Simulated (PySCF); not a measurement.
# Structure revision by computed shifts

A compound C4H7BO3 gives the data below (simulated from a calculation) and was assigned the structure `O=CC1COBOC1`.

¹³C{¹H} NMR (computed): δ 184.1 (CH), 180.2 (C), 90.7 (CH), 54.1 (CH3).

¹H NMR (400 MHz, computed): δ 7.62 (d, J = 5.0 Hz, 1H), 5.08 (d, J = 5.0 Hz, 1H), 3.78 (br, 2H), 3.77 (s, 3H).

[PySCF 2.14.0 with density-fitted response routines: shieldings: GIAO PBE0/pcSseg-1; geometry from PBE0-D3(BJ)/def2-SVP; couplings computed with B3LYP/pcJ-1 (spin–dipole term only in couplings to heteroatoms); no relativistic terms; isolated molecule; one computed conformer; averaged over atoms made equivalent by symmetry, fast rotation or ring inversion]

δ = σ(ref) − σ, references computed at the same level: TMS for ¹H and ¹³C.

**Question.** Compare with the shifts computed for the proposed structure, pairing carbons in order of shift.

**Answer.** Atoms are numbered as in `[O:1]=[CH:2][CH:3]1[CH2:4][O:5][BH:6][O:7][CH2:8]1`. Hydrogens are named by the atom that carries them.

| atom | computed for proposal | given list | difference |
| --- | --- | --- | --- |
| C2 | 202.1 | 184.1 | +18.0 |
| C4 | 60.4 | 180.2 | -119.8 |
| C8 | 60.4 | 90.7 | -30.3 |
| C3 | 53.1 | 54.1 | -1.0 |

The rms difference is 62.5 ppm and the largest -119.8 ppm at C4 (sp3 CH2 bonded to O). The proposal also would give 3 carbon signals, not 4. The carbon types in order of shift don't match either: CH, CH2, CH2, CH for the proposal against CH, C, CH, CH3 in the data. The proposal doesn't fit.

**Question.** Which isomer fits?

**Answer.** `InChI=1S/C4H7BO3/c1-6-4-2-3-7-5-8-4/h2-3H,5H2,1H3`.

1. δC 184.1: alkene carbon bearing oxygen; an sp2 carbon further deshielded by the attached heteroatom.
2. δC 180.2: ester carbonyl carbon; it is a carbonyl in resonance with an O or N lone pair, the region of acids, esters and amides.
3. δC 90.7: β carbon of an enol-ether or enamine type C=C; the O or N lone pair pushes π density onto this β carbon and shields it.
4. δH 7.62: hydrogen on an alkene carbon bearing oxygen; olefinic region.
5. The protons at 7.62 and 5.08 share a coupling of 5.0 Hz (vicinal, cis across C=C).

The data come from this structure; uniqueness wasn't tested.

Hydrogens on boron are broadened and split by ¹¹B (spin 3/2, 80 %) and 10B (spin 3). Splittings below 1 Hz are ignored in the labels, and close J values are merged. Unscaled 3J(H,H) at this level run about 10 % above measured values. Shifts are as computed. Against solution values, carbons near 30 ppm lie about +2 ppm off and those near 130 ppm about +5 ppm. Of 1309 compounds with measured shifts, 239 miss one by over three times the rms of a fit or turn the order of signals round; such compounds aren't used in these exercises.
